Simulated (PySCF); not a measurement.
A structure optimised at B3LYP-D3(BJ)/def2-SVP, used in a PySCF frequency run:

```
C
H 1 1.1018
H 1 1.1032 2 106.90
C 1 1.5365 2 109.87 3 118.23
H 4 1.0993 1 112.45 2 -60.17
H 4 1.1069 5 107.77 1 -120.26
C 4 1.5206 5 108.22 6 -115.53
O 7 1.2085 4 122.98 5 6.75
C 7 1.5310 8 122.05 4 -179.00
H 9 1.0998 7 108.52 8 -13.69
H 9 1.1167 10 106.25 7 -112.39
C 9 1.4941 10 113.20 11 -121.39
H 12 1.0927 9 119.28 10 26.60
C 12 1.4927 13 120.68 9 -169.14
H 14 1.1014 12 110.87 13 -20.85
H 14 1.1141 15 105.83 12 -119.34
```
Charge 0, spin multiplicity 2.

Question: Write its SMILES and formula.

Answer: O=C1C[CH]CCC1, C₆H₉O

Question: What are its rotational constants (standard atomic weights)?

Answer: 4.3894, 2.5011, 1.7445 GHz
